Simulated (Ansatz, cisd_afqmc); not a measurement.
System: GaH, charge 0, singlet. GaH (SMILES [GaH]).
B3LYP-D3(BJ)/def2-TZVP minimum from Ansatz (a first-principles code):
```xyz
2

Ga     0.0000     0.0000    -0.0528
H      0.0000     0.0000     1.6363
```
Charge 0, spin multiplicity 1.

Total energies in cc-pVDZ, 4 correlated electrons, 14 frozen orbitals. Open shells are spin-unrestricted; no spin-orbit coupling. Cores are frozen in correlated methods (noble-gas shells, and filled d and f shells in the p block). No relativity. AFQMC/CISD: phaseless, guided by CISD from CCSD amplitudes; bars are statistical, one sigma. Outlying blocks are dropped, and bars are widened where a walk drifts. Over all cases where full CI ran beside it in this data, AFQMC minus full CI had a median of +0.1 mEh and passed +0.4 mEh in a tenth of the cases.

```tsv
method	program	energy (Eh)	error against FCI (mEh)
HF	Ansatz	-1923.76663	71.58
MP2	Ansatz	-1923.81674	21.47
CCSD	Ansatz	-1923.83700	1.21
CCSD(T)	Ansatz	-1923.83788	0.33
CCSDT(Q)	Ansatz	-1923.83820	0.01
CCSDTQ	Ansatz	-1923.83821	0.00
AFQMC/CISD	cisd_afqmc	-1923.8381 ± 0.0001	0.1 ± 0.1
FCI	Ansatz	-1923.83821	0.00
```
